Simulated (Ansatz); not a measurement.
Reactions of `C[CH2][Mg][NH2]`.

Isolated molecules relaxed with PBE0-D4/def2-TZVP in Ansatz; ΔE leaves out vibrations. CCSD(T)/CBS adds triple-zeta CCSD(T) − MP2 to the extrapolated MP2 energy (def2 sets, frozen cores). This one scheme is used for every species. Functionals use def2-TZVPP. B3LYP here is the variant with VWN-RPA as its local correlation; programs differ in this. For Br, Mg, Zn outer-core shells are correlated without core-valence functions, which leaves a few kJ/mol of doubt a bond. Scalar relativity is left out up to krypton. Each species was taken in one conformer, which may not be the lowest.

```tsv
reaction	CCSD/CBS(def2) (kcal/mol)	B3LYP-D4 (kcal/mol)	PBE0-D4 (kcal/mol)	MP2/CBS(def2) (kcal/mol)	CCSD(T)/CBS(def2) (kcal/mol)
`C[CH2][Mg][NH2]` + `[SiH3]S` → `CCS[SiH3]` + `[NH2][MgH]`	4.5	2.5	2.3	4.3	4.3
`C[CH2][Mg][NH2]` + `C=CCCCC` → `C=CCCCCCC` + `[NH2][MgH]`	2.4	1.8	1.2	3.4	2.6
`C[CH2][Mg][NH2]` + CH₃OH → `C[O][Mg][NH2]` + `CC`	-36.9	-36.9	-34.8	-37.3	-36.0
`C[CH2][Mg][NH2]` + `OC(O)Br` → `C[CH2][Mg][Br]` + `NC(O)O`	-43.6	-41.3	-43.6	-41.7	-42.4
`C[CH2][Mg][NH2]` + `CN[SiH2]N` → `CN[SiH2]NC` + `[CH3][Mg][NH2]`	3.8	2.5	3.0	4.1	3.7
`C[CH2][Mg][NH2]` + `S[CH2][ZnH]` → `CS[CH2][ZnH]` + `[CH3][Mg][NH2]`	-4.9	-5.5	-5.4	-6.2	-5.3
```

Largest T1 diagnostic: 0.014, for `S[CH2][ZnH]`.
